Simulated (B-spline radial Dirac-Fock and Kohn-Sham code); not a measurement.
**X-ray form factors of silver in several charge states**

The computed values come from a radial finite-basis atomic code: relativistic Hartree-Fock (Dirac-Fock) wave functions, averaged over the configuration.

Configurations: Ag²⁰⁺ [Ar] 3d9; Ag²²⁺ [Ar] 3d7; Ag²³⁺ [Ar] 3d6; Ag²⁴⁺ [Ar] 3d5. The first column is f₀ of Ag²⁰⁺, the others are differences from it.

```
s (Å⁻¹)   Ag²⁰⁺  Δ Ag²²⁺  Δ Ag²³⁺  Δ Ag²⁴⁺
      0  27.000   -2.000   -3.000   -4.000
   0.05  26.954   -1.993   -2.990   -3.987
    0.1  26.818   -1.974   -2.962   -3.950
   0.15  26.593   -1.941   -2.914   -3.889
    0.2  26.283   -1.897   -2.849   -3.805
   0.25  25.892   -1.841   -2.768   -3.699
    0.3  25.425   -1.775   -2.672   -3.574
   0.35  24.889   -1.701   -2.562   -3.431
    0.4  24.290   -1.618   -2.442   -3.274
   0.45  23.636   -1.530   -2.312   -3.105
    0.5  22.936   -1.436   -2.175   -2.926
    0.6  21.429   -1.242   -1.888   -2.550
    0.7  19.833   -1.045   -1.597   -2.168
    0.8  18.212   -0.856   -1.316   -1.797
    0.9  16.619   -0.682   -1.056   -1.451
      1  15.099   -0.527   -0.823   -1.141
    1.1  13.685   -0.394   -0.622   -0.871
    1.2  12.398   -0.284   -0.455   -0.644
    1.4  10.240   -0.127   -0.211   -0.310
    1.6   8.623   -0.036   -0.068   -0.109
```
